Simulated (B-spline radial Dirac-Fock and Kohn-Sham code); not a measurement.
Pt³⁺ in Watson spheres of different radius

These are calculated numbers from a B-spline atomic structure program; the model is ΔSCF Dirac-Fock with Breit, self-energy and vacuum polarisation, finite nucleus, configuration average. The ion, [Xe] 4f14 5d7, sits in a hollow sphere of charge Q = -3, a simple model of the Madelung potential. Inside the sphere an electron's potential energy is raised by the constant 14.40·|Q|/R eV, so binding energies fall by about that much as long as the orbitals stay inside.

```
radius (Å)  14.40 |Q|/R (eV)  1s (eV)  2s (eV)  2p1/2 (eV)  2p3/2 (eV)  3s (eV)  3p1/2 (eV)  3p3/2 (eV)  3d5/2 (eV)  4s (eV)  4p1/2 (eV)  4p3/2 (eV)  4d5/2 (eV)  4f5/2 (eV)  4f7/2 (eV)  5s (eV)  5p1/2 (eV)  5p3/2 (eV)  5d (eV)
       1.6             27.00  78410.2  13907.4     13293.2     11583.9   3324.2      3051.3      2671.3      2142.5    751.2       635.1       544.2       337.2       92.40       89.08    125.3       86.07       70.87    17.28
       1.8             24.00  78413.1  13910.3     13296.1     11586.7   3327.0      3054.2      2674.1      2145.3    754.0       637.9       547.1       340.0       95.25       91.94    128.2       88.94       73.74    20.14
```

From the smallest to the largest radius 1s moves by +2.8 eV, while the constant potential alone would give +3.0 eV; the difference comes from charge outside the sphere and its screening.
